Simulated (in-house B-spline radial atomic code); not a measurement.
Settings and results of a run for Sm IX (Sm8+) (with a hole in an inner shell). Method: Dirac-Hartree-Fock, average of the jj configuration, Fermi nucleus of rms radius 5.0819 fm. Calculated with a B-spline radial code for spherical atoms.

In the input, a minus or plus after the letter marks the j = l - 1/2 or j = l + 1/2 subshell.

Command:
```bash
python run_scf.py task.json out
```
Settings (nuclear radius in fm, mass in u):
```
Z                62
configuration    1s2 2s2 2p6 3s2 3p+4 3d10 4s2 4p6 4d10 4f4 5s2 5p4
hamiltonian      dirac
method           hf
spin_polarised   False
nucleus          fermi
rms_radius       5.0819
atomic_mass      151.91974
speed_of_light   137.035999084
```

Output (hartree, bohr):
```
 radial grid: 66 intervals, B-splines of order 8, outer radius 16.6667 bohr

 iter        energy (Eh)    residual
    1      -10232.872737    1.88e+00
    2      -10279.089741    1.19e+00
    3      -10295.650269    3.11e-01
    4      -10297.146346    9.55e-02
    5      -10297.244783    4.36e-02
    6      -10297.273076    2.54e-03
    7      -10297.273147    8.28e-04
    8      -10297.273153    8.38e-05
    9      -10297.273153    2.98e-06
   10      -10297.273153    5.01e-08

 total energy                    -10297.27315
 kinetic                           11151.7319
 electron-nucleus                 -24898.3680
 electron-electron                  3449.3630

 first-order corrections (not in the total)
   Gaunt                            10.0846
   retardation                      -1.0562
   frequency dependence             -0.1361
   self-energy                       7.2357
   Uehling                          -1.1324
   Wichmann-Kroll                    0.0339
   recoil                            0.0245

 orbital      occ     eigenvalue          <r>       <r^2>       <1/r>     <1/r^3>       r_max    small
 1s1/2      2.000     -1741.5646    0.0227329 0.000704278     68.8228           -     0.01449  5.31e-02
 2s1/2      2.000      -296.2404    0.0962473   0.0109938     16.3987           -     0.08215  1.17e-02
 2p1/2      2.000      -280.4242    0.0808222  0.00806696     16.3096           -     0.06245  1.17e-02
 2p3/2      4.000      -258.5249    0.0872452  0.00926717     14.5731     8901.02     0.06795  1.09e-02
 3s1/2      2.000       -71.8511     0.251613   0.0724456     6.02161           -      0.2321  3.75e-03
 3p3/2      4.000       -60.9078     0.253266   0.0743554     5.49644     1915.56      0.2308  3.48e-03
 3d3/2      4.000       -49.2541     0.224566   0.0592634     5.36585     320.938      0.1835  3.35e-03
 3d5/2      6.000       -48.7374     0.228441   0.0611515      5.2495     286.741      0.1871  3.28e-03
 4s1/2      2.000       -19.4474     0.562476    0.356453     2.54908           -      0.5285  1.22e-03
 4p1/2      2.000       -16.6483      0.57507    0.375943     2.45553           -      0.5349  1.16e-03
 4p3/2      4.000       -15.6586     0.598487    0.406418     2.30712     438.798      0.5556  1.08e-03
 4d3/2      4.000       -11.1065     0.625055     0.45038     2.11349     63.9609        0.56  9.33e-04
 4d5/2      6.000       -10.9164     0.632986    0.461645     2.07928      56.901       0.567  9.14e-04
 4f5/2      1.714        -5.7755     0.692785    0.573158     1.75508     10.5877      0.5356  6.73e-04
 4f7/2      2.286        -5.7780     0.693096    0.573578     1.75354     10.5052      0.5357  6.74e-04
 5s1/2      2.000        -6.1535      1.23926     1.70771      1.0789           -       1.162  3.22e-04
 5p1/2      1.333        -5.2379      1.32084     1.94618     1.00782           -       1.232  2.92e-04
 5p3/2      2.667        -5.0359      1.36662     2.08127    0.962535     86.3207       1.276  2.74e-04

 Slater integrals (Eh)
   F0(4f5/2,4f5/2)               1.314818
   F2(4f5/2,4f5/2)               0.658296
   F4(4f5/2,4f5/2)               0.420388
   F0(4f5/2,4f7/2)               1.314528
   F2(4f5/2,4f7/2)               0.658291
   F4(4f5/2,4f7/2)               0.420406
   G2(4f5/2,4f7/2)               0.656607
   G4(4f5/2,4f7/2)               0.419375
   G6(4f5/2,4f7/2)               0.303924
   F0(4f5/2,5p1/2)               0.819393
   G2(4f5/2,5p1/2)               0.112626
   F0(4f5/2,5p3/2)               0.796137
   F2(4f5/2,5p3/2)               0.263924
   G2(4f5/2,5p3/2)               0.100231
   G4(4f5/2,5p3/2)               0.086099
   F0(4f7/2,4f7/2)               1.314239
   F2(4f7/2,4f7/2)               0.658286
   F4(4f7/2,4f7/2)               0.420424
   F6(4f7/2,4f7/2)               0.304675
   F0(4f7/2,5p1/2)               0.819328
   G4(4f7/2,5p1/2)               0.095228
   F0(4f7/2,5p3/2)               0.796077
   F2(4f7/2,5p3/2)               0.264029
   G2(4f7/2,5p3/2)               0.100283
   (list cut)
```

Run time, properties included: 1 s on 1 thread of x86-64 server CPU, on a shared host.

For the Dirac Hamiltonian the kinetic term is c α·p + (β - 1)c².
